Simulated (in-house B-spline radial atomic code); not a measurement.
A fraction x of an electron is removed from 3p in Br2+, starting from [Ar] 3d10 4s2 4p3 and keeping the highest spin. Method: scalar-relativistic (X2C) PBE0, spin-polarised, spherical fractional occupations, Fermi nucleus of rms radius 4.1629 fm. Calculated with a radial B-spline atomic code at the basis-set limit.

Caution: exact exchange at fractional occupations of open shells leaves self-interaction of up to several eV.

| x | E(x) - E(0) (eV) | 3p down level (eV) |
| --- | --- | --- |
| 0 | 0.0000 | -205.269 |
| 0.06 | 12.3575 | -206.649 |
| 0.19 | 39.4173 | -209.661 |
| 0.37 | 77.5355 | -213.884 |
| 0.49 | 103.3721 | -216.730 |
| 0.5 | 105.5406 | -216.969 |
| 0.59 | ? | ? |
| 0.74 | 158.3036 | -222.739 |
| 0.87 | ? | ? |
| 0.98 | 212.4628 | -228.603 |
| 1 | 217.0398 | -229.096 |

What belongs in the row x = 0.59?

An energy change of 125.1645 eV; 3p down at -219.121 eV.

What belongs in the row x = 0.87?

An energy change of 187.4651 eV; 3p down at -225.904 eV.

Check Janak's theorem between x = 0.06 and 0.19.

The slope of the energy is 208.15 eV; the orbital levels give 208.16 eV (-ε of the emptying orbital, averaged over the two points).
